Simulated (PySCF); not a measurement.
Species: C6H9AlFN.
Bonds: F1–C2, C2–Al3, Al3–N4, N4–C5 (aromatic), C5–C6 (aromatic), C6–C7 (aromatic), C7–C8 (aromatic), C8–C9 (aromatic), N4–C9 (aromatic). Hydrogens: H10, H11 on C2; H12, H13 on Al3; H14 on C5; H15 on C6; H16 on C7; H17 on C8; H18 on C9.

NICS is the negative of the GIAO shielding at a point without a nucleus: at the ring centre (0) and 1 Å above and below it (1); zz is the component along the ring normal. Level: GIAO PBE0/pcSseg-1 (PySCF, non-relativistic, gas phase) on the PBE0-D3(BJ)/def2-SVP geometry, one conformer.

Ring bond lengths (Å), with Mayer bond orders in brackets: N4–C5 1.339 (1.30), C5–C6 1.389 (1.44), C6–C7 1.393 (1.41), C7–C8 1.393 (1.41), C8–C9 1.389 (1.43), C9–N4 1.339 (1.30).

Problem. What do the NICS probes read (ppm)?

Solution. 
| ring | type | NICS(0) | NICS(1), two faces | NICS(1)zz, two faces | rms pucker (Å) | centre to ring atoms, mean (Å) |
| --- | --- | --- | --- | --- | --- | --- |
| N4–C5–C6–C7–C8–C9 | 6-membered ring with N; formal bonds all aromatic | -7.6 | -11.0 / -11.0 | -28.2 / -27.6 | 0.00 | 1.37 |

Problem. What do they say, and how far can they be read as aromaticity?

Solution. 
- N4–C5–C6–C7–C8–C9: mean NICS(1)zz -27.9 ppm, shielded, aromatic by this magnetic criterion (flat ring, no four-coordinate atom).

Problem. What does the geometric index give? HOMA = 1 − mean of α(R − Ropt)² over the ring bonds, with Krygowski's 1993 parameters (CC: Ropt 1.388 Å, α 257.7 Å⁻²; CN: Ropt 1.334 Å, α 93.52 Å⁻²).

Solution. 
- N4–C5–C6–C7–C8–C9: HOMA 1.00; the largest term is that of C6–C7, α(R − Ropt)² = 0.01. The geometric and the magnetic index point the same way.

Problem. What field does 7.05 T along the ring normal induce along that normal at the second NICS(1) probe listed for ring N4–C5–C6–C7–C8–C9, 1 Å off the ring?

Solution. NICSzz × B0 = -27.6 ppm × 7.05 T = -195 μT, against the applied field.

Problem. What are the shieldings of the ring atoms and their hydrogens in the same run (means over atoms taken as equivalent)?

Solution. 
```tsv
atoms	environment	σ isotropic (ppm)
N4	nitrogen bonded to Al and 2 C	-27.0
C5 (×2)	aromatic CH next to a ring nitrogen	29.2
C6 (×2)	aromatic CH carbon	53.9
C7	aromatic CH carbon	38.3
H14 (×2)	aromatic hydrogen	22.28
H15 (×2)	aromatic hydrogen	23.69
H16	aromatic hydrogen	23.24
```

Problem. How do the values depend on the level or the medium?

Solution. 
```csv
level,"NICS(0), N4–C5–C6–C7–C8–C9","mean NICS(1)zz, N4–C5–C6–C7–C8–C9"
"PBE0/pcSseg-1, gas",-7.6,-27.9
"mPW1PW91/pcSseg-1, gas",-7.7,-27.9
"PBE0/pcSseg-1, IEF-PCM chloroform",-7.5,-28.0
"PBE0/pcSseg-1, IEF-PCM dimethylsulfoxide",-7.5,-28.0
```

The geometry is the same throughout; the continuum's cavity takes Bondi-type radii × 1.2.

Conformer computed: `[F:1][CH2:2][AlH2-:3][n+:4]1[cH:5][cH:6][cH:7][cH:8][cH:9]1`: F1–C2–Al3–N4 179°, C2–Al3–N4–C5 -83°.
